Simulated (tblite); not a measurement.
Species: C9H9 (doublet state).
Bonds: C1–C2 (aromatic), C2–C3 (aromatic), C3–C4 (aromatic), C4–C5, C5–C6, C6–C7, C4–C8 (aromatic), C8–C9 (aromatic), C1–C9 (aromatic), C5–C7. Hydrogens: H10 on C1; H11 on C2; H12 on C3; H13, H14 on C6; H15, H16 on C7; H17 on C8; H18 on C9.

The geometry is computed with GFN2-xTB (gas phase). This method treats the open shell by occupation alone, without spin polarisation.

Question: List the bond lengths, angles and torsions at this level.

Answer: 
```csv
bond,length (pm),order
"C1–C2, C1–C9",139.3,aromatic
"C2–C3, C8–C9",137.1,aromatic
"C3–C4, C4–C8",142.4,aromatic
C4–C5,136.7,single
"C5–C6, C5–C7",145.7,single
C6–C7,152.0,single
C1–H10,107.9,single
"C2–H11, C9–H18",108.1,single
"C3–H12, C8–H17",108.0,single
C6–H13 and 3 like bonds,108.3,single
```

Bonds in one row agree within 1 pm and their mean is given. Orders are formal, as drawn. A selection of angles:
```csv
angle,degrees
C2–C1–C9,119.8
C2–C1–H10,120.1
C1–C2–C3,120.7
C1–C2–H11,119.5
C3–C2–H11,119.8
C2–C3–C4,120.6
C2–C3–H12,121.0
C4–C3–H12,118.4
C3–C4–C5,121.3
C3–C4–C8,117.6
C4–C5–C6,148.7
C4–C5–C7,148.4
C6–C5–C7,62.9
C5–C6–C7,58.6
C5–C6–H13,119.2
C7–C6–H13,118.6
C7–C6–H14,118.4
H13–C6–H14,112.8
```

Torsions: C3–C4–C5–C6 1° (synperiplanar); C4–C5–C6–C7 178° (antiperiplanar); C4–C5–C7–C6 -178° (antiperiplanar).

C5 (carbon bonded to 3 C) is planar (angles 148.7°, 148.4° and 62.9°, sum 360.0°, 0.01 Å off the plane of its three neighbours). The 9 heavy atoms lie in one plane (0.010 Å rms). C4 (carbon bonded to 3 C) is planar (angles 121.3°, 121.1° and 117.6°, sum 360.0°, 0.00 Å off the plane of its three neighbours). C1 (carbon bonded to 2 C and H) is planar (angles 120.1°, 120.1° and 119.8°, sum 360.0°, 0.00 Å off the plane of its three neighbours). The 6-membered ring C1–C2–C3–C4–C8–C9 has internal angles of 117.6° to 120.7°; it is planar, 0.00 Å rms from its mean plane, widest ring torsion 0°. The 10 C–C bonds span 1.367 Å (C4–C5, drawn single) to 1.520 Å (C6–C7, drawn single), a spread of 0.153 Å. The 3-membered ring C5–C6–C7 has internal angles of 58.6° to 62.9°.

Its GFN2-xTB frequencies are all real (lowest 95 cm⁻¹). 2 starts were optimised and ended at 0.00 and 15.86 kcal/mol (GFN2-xTB); the lowest of these is shown.

Hardware: an Arm Neoverse V2 with one thread, on a shared host. Cost: 0.43 s. This is the geometry optimisation.

One conformer stands for the species.
